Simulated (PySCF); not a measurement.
How methods differ on the fine-structure interval of Re(56+)

Re(56+) [Ar] 3d1 [3d3/2^1, M_J = 3/2] → Re(56+) [Ar] 3d1 [3d5/2^1, M_J = 5/2], as a difference of total energies. Computed with PySCF 2.14 in an even-tempered Gaussian basis (15 s from 16 bohr⁻², ratio 2.8; 12 p from 21 bohr⁻², ratio 2.8; 8 d from 21 bohr⁻², ratio 2.8; 3 f from 65 bohr⁻², ratio 3), with the two-component X2C-1e Hamiltonian. Correlated levels: [Ne] frozen; the 72 highest virtual spinors dropped. "Screened" scales the spin-orbit matrix elements by Boettger's factors to mimic the two-electron term; Breit and QED terms are absent.

```csv
method,fine-structure interval (cm⁻¹)
GHF (screened spin-orbit),668480
GMP2 (screened spin-orbit),669150
GHF (bare spin-orbit),772390
```
